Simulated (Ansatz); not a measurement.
System: C3H9F3Si2, charge 0, multiplicity 1. 
Structure (B3LYP-D3(BJ)/def2-TZVP (Ansatz, a first-principles code) minimum search):
```xyz
17

C     -2.3529     0.8321     0.0821
Si    -1.0501    -0.5144    -0.0315
C     -1.1602    -1.6852     1.4315
C     -1.1838    -1.4478    -1.6545
Si     1.0498     0.5143     0.0315
F      1.2724     1.5359    -1.1736
F      2.2516    -0.5318    -0.0505
F      1.2860     1.3523     1.3684
H     -2.2733     1.5336    -0.7504
H     -2.2593     1.3985     1.0104
H     -3.3532     0.3925     0.0562
H     -2.1301    -2.1891     1.4394
H     -1.0520    -1.1511     2.3772
H     -0.3844    -2.4517     1.3865
H     -1.0887    -0.7753    -2.5089
H     -0.4088    -2.2118    -1.7389
H     -2.1546    -1.9451    -1.7250
```
Charge 0, spin multiplicity 1.

Property: vertical triplet-singlet gap (E(triplet) - E(singlet); each state is the SCF solution reached for its spin; the molecule has degenerate orbitals, so one determinant may break the symmetry), in eV. Correlated levels leave the core frozen unless marked. UHF or UKS for open shells. Spin-orbit coupling is left out. Non-relativistic. 

| level | program | vertical triplet-singlet gap (eV) |
|---|---|---|
| HF/aug-cc-pV(T+d)Z | Ansatz | 6.44 |
| SVWN5/def2-TZVPD | Ansatz | 5.95 |
| B3LYP/def2-TZVPD | Ansatz | 6.31 |
| BHLYP/def2-TZVPD | Ansatz | 6.63 |
| wB97M-V/def2-TZVPD | Ansatz | 6.64 |
| wB97X-V/def2-TZVPD | Ansatz | 6.61 |
| B2PLYP/def2-TZVPD | Ansatz | 6.49 |
| RI-MP2/aug-cc-pV(T+d)Z | Ansatz | 6.65 |
| CCSD/aug-cc-pV(D+d)Z | Ansatz | 6.71 |
